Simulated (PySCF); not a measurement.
C3H6FNSi.
Numbering: `[CH2:1]=[N:2]/[CH:3]=[CH:4]\[SiH2:5][F:6]` (hydrogens: H7, H8 on C1; H9 on C3; H10 on C4; H11, H12 on Si5)

Theory: PBE0-D3(BJ)/def2-SVP geometry optimisation, gas phase (PySCF).

Entries marked ? are missing. Bonds in one row agree within 0.01 Å.

```tsv
coordinate	value
C1=N2	1.270 Å
N2–C3	?
C3=C4	1.342 Å
C4–Si5	?
Si5–F6	?
C1–H7	1.097 Å
C1–H8	1.107 Å
C3–H9	1.103 Å
C4–H10	1.094 Å
Si5–H11, Si5–H12	1.488 Å
C1–N2–C3	?
N2–C3–C4	?
C3–C4–Si5	?
C4–Si5–F6	106.3°
```

**Question.** Estimate the withheld lengths and angles.

**Answer.** 
- N2–C3 = 1.394 Å, drawn single (imine nitrogen to vinylic carbon bearing nitrogen); 0.05 Å below the sum of covalent radii, 1.44 Å.
- C4–Si5 = 1.871 Å, drawn single (alkene CH carbon to fluorine-bound silicon); 0.03 Å above the sum of covalent radii, 1.84 Å.
- Si5–F6 = 1.635 Å, drawn single (fluorine-bound silicon to silicon-bound fluorine); 0.05 Å below the sum of covalent radii, 1.68 Å.
- C1–N2–C3 = 120.0°, at the imine nitrogen; the outer atoms are 2.308 Å apart.
- N2–C3–C4 = 117.2°, at the vinylic carbon bearing nitrogen; the outer atoms are 2.335 Å apart.
- C3–C4–Si5 = 116.5°, at the alkene CH carbon; the outer atoms are 2.746 Å apart.

Radii are Cordero's, carbon taken as 0.76, 0.73 or 0.69 Å for four, three, and two or fewer neighbours.

No PBE0-D3(BJ)/def2-SVP frequencies stand behind this structure, so it isn't proved a minimum. The numbers are those of one conformer (C1–N2–C3–C4 180°, C3–C4–Si5–F6 180°).
